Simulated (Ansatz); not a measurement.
Input for Ansatz (development build ahead of 0.2.0):

```yaml
crystal:
  periodic: [false, false, false]
  atoms:
    - { symbol: C, position_ang: [1.84225, 0.0, 0.0] }
    - { symbol: C, position_ang: [1.30267, 1.30267, 0.0] }
    - { symbol: C, position_ang: [0.0, 1.84225, 0.0] }
    - { symbol: C, position_ang: [-1.30267, 1.30267, 0.0] }
    - { symbol: C, position_ang: [-1.84225, 0.0, 0.0] }
    - { symbol: C, position_ang: [-1.30267, -1.30267, 0.0] }
    - { symbol: C, position_ang: [0.0, -1.84225, 0.0] }
    - { symbol: C, position_ang: [1.30267, -1.30267, 0.0] }
    - { symbol: H, position_ang: [2.92725, 0.0, 0.0] }
    - { symbol: H, position_ang: [2.06988, 2.06988, 0.0] }
    - { symbol: H, position_ang: [0.0, 2.92725, 0.0] }
    - { symbol: H, position_ang: [-2.06988, 2.06988, 0.0] }
    - { symbol: H, position_ang: [-2.92725, 0.0, 0.0] }
    - { symbol: H, position_ang: [-2.06988, -2.06988, 0.0] }
    - { symbol: H, position_ang: [0.0, -2.92725, 0.0] }
    - { symbol: H, position_ang: [2.06988, -2.06988, 0.0] }
basis:
  gaussian: { orbitals: def2-SVP }
magnetization:
  spin_polarized: true
hamiltonian:
  xc: pbe0
```

The input is written out in the form of the current development build from the run's settings.

Output:

```
Converged                       : yes
Total energy                    : -308.97650 hartree
Spin squared of the determinant : 1.124
Stability test                  : minimum
```

Caution: the unrestricted determinant is a mixture of spin states.
